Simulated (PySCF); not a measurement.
**C8H9O: g tensor and hyperfine couplings**

Species: C8H9O (doublet state).
Cartesian coordinates in Å at the GFN2-xTB level; atoms count from 1:
```
atom  x, y, z in Å
C1     2.9795   -0.4771   -0.5815
C2     1.5641   -0.9178   -0.4545
C3     0.5238   -0.0933   -0.3381
C4     0.3033    1.3566   -0.2930
C5    -1.0928    1.1382   -0.1688
C6    -2.2373    2.0086   -0.0560
O7    -3.3867    1.6454    0.0571
C8    -0.9438   -0.2684   -0.2045
C9    -1.8533   -1.4166   -0.1408
H10    3.3975   -0.8306   -1.5246
H11    3.0564    0.6056   -0.5432
H12    3.5794   -0.9068    0.2212
H13    1.3915   -1.9865   -0.4621
H14    0.9350    2.2186   -0.3323
H15   -1.9804    3.0877   -0.0826
H16   -1.6114   -2.0505    0.7157
H17   -1.7530   -2.0358   -1.0354
H18   -2.8804   -1.0711   -0.0531
```

The hyperfine couplings belong to this conformer and change with its torsions.

As a line formula: `C/C=C1\C=C(C=O)[C]1C` [radical].

Theory: UKS B3LYP, pcH-1 on C H O, non-relativistic, mean-field spin-orbit, GIAO in PySCF 2.14.0. The structure is a single GFN2-xTB conformer in the gas phase; no vibrational or solvent corrections. A GFN2-xTB geometry isn't a minimum of the functional, and hyperfine couplings can be far from their values at a DFT geometry. The SCF solution wasn't tested for stability. ⟨S²⟩ is 0.786 where a pure state has 0.75.

```
g1, g2, g3                      : 2.00201, 2.00218, 2.00263
g_iso                           : 2.00227
Form of g                       : rhombic: the two nearest values differ by 27 % of g3 − g1
⟨S²⟩                            : 0.7862 (exact 0.7500)
HOMO–LUMO gap, α and β orbitals : 2.84, 4.53 eV
Total energy                    : -385.40304 Eh
```

Hyperfine couplings atom by atom, in MHz; T1 to T3 are the principal values of the dipolar part:

```
atom  isotope  a_iso     T1     T2     T3  Mulliken spin population
  C1      13C   -4.0   -0.3   -0.1    0.5                     -0.01
  C2      13C    6.5   -6.2   -5.4   11.6                      0.08
  C3      13C  -38.8   -7.6    1.7    5.9                     -0.13
  C4      13C   65.0  -55.2  -53.9  109.2                      0.71
  C5      13C  -45.8  -24.3   10.8   13.5                     -0.24
  C6      13C    6.6   -1.9   -0.2    2.1                      0.03
  O7      17O    3.8   -8.5   -8.0   16.5                     -0.05
  C8      13C   63.5  -51.7  -50.5  102.2                      0.63
  C9      13C  -22.0   -1.7    0.7    1.0                     -0.05
 H10       1H    8.0   -1.2   -0.9    2.1                      0.00
 H11       1H    0.4   -2.0   -1.7    3.7                      0.00
 H12       1H    7.6   -1.2   -0.9    2.1                      0.00
 H13       1H   -7.7   -2.2   -1.9    4.1                      0.00
 H14       1H  -47.7  -27.6    0.2   27.4                     -0.03
 H15       1H   -1.1   -1.4   -1.3    2.8                      0.00
 H16       1H   79.3   -3.7   -2.5    6.2                      0.03
 H17       1H   77.0   -3.7   -2.5    6.2                      0.03
 H18       1H    2.4   -3.7   -2.5    6.3                      0.00
```

Largest spin populations (Mulliken): C4 (+0.71), C8 (+0.63), C5 (-0.24) and C3 (-0.13). The positive populations add up to 1.52 and the negative ones to -0.52, together 2S = 1. The angles at C4 add up to 360.0°, so it is planar; its axial dipolar tensor and the negative coupling of its proton fit spin in a p orbital normal to that plane.

Axes: g1 points within 3° of the C4–C5 bond and g3 points within 2° of the C3–C4 bond.

Under fast tumbling the dipolar parts average out, and these isotropic splittings remain: 3 × 1H (H16/H17/H18, I = 1/2, 4 lines) with 1.89 mT, 1 × 1H (H14, I = 1/2, 2 lines) with 1.70 mT, 1 × 1H (H13, I = 1/2, 2 lines) with 0.27 mT, 3 × 1H (H10/H11/H12, I = 1/2, 4 lines) with 0.19 mT and 1 × 1H (H15, I = 1/2, 2 lines) with 0.04 mT.

Class means assume fast exchange of nuclei equivalent by connectivity; if that motion is slow, each nucleus keeps its own coupling. The three 1H nuclei of mean +52.9 MHz run from 2.4 to 79.3 MHz in the frozen geometry. The three 1H nuclei of mean +5.3 MHz run from 0.4 to 8.0 MHz in the frozen geometry.

The 13C coupling of C4 (65.0 MHz) shows only in satellite lines or after enrichment, since that isotope makes up about 1.07 % of natural carbon.

The spin density at the nucleus, in bohr⁻³, is negative for C5 (-0.0407), C3 (-0.0345) and C9 (-0.0196), for instance. A restricted open-shell determinant has no negative spin density anywhere; here it arises because α and β orbitals differ (spin polarisation).
